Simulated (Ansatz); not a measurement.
The C3–H4 bond of CH4Si (SMILES C[SiH]) is stretched (multiplicity 1, the rest rigid).
Geometry at rest (charge 0, multiplicity 1):
```csv
atom,x (Å),y (Å),z (Å)
Si,-0.4428,-0.3373,0.5178
H,-1.4299,-0.7004,-0.5909
C,0.7708,0.5441,-0.6507
H,1.6471,0.9486,-0.1444
H,0.2562,1.3587,-1.1749
H,1.1017,-0.1488,-1.4339
```

Frozen-core correlation.

Codes used: Ansatz (a quantum-chemistry and plane-wave program) with Gaussian orbitals. Each number belongs to the level named beside it.

Energies above the point at 1.090 Å (the B3LYP-D3(BJ) bond length), FIC-MRCISD+Q on CASSCF(2,2)/cc-pV(T+d)Z (kcal/mol): 5.67 at 0.981 Å; 3.72 at 1.199 Å; 113.32 at 3.488 Å.

Problem. Take the last value as the depth D of a Morse curve D(1 − e^(−a(R − R₀)))², fit a and R₀ to the two near points, and test it at 1.471 and 1.907 Å.

Solution. 
With D = 113.3, both near points (counted from the curve's value at 1.090 Å) are met by a = 1.84 Å⁻¹ and R₀ = 1.090 Å, so k = 2Da² = 769 kcal/(mol Å²). The curve then gives 28.8 and 68.6 kcal/mol; the level itself gives 28.8 and 70.8, so Morse is off by 0.0 and -2.2.
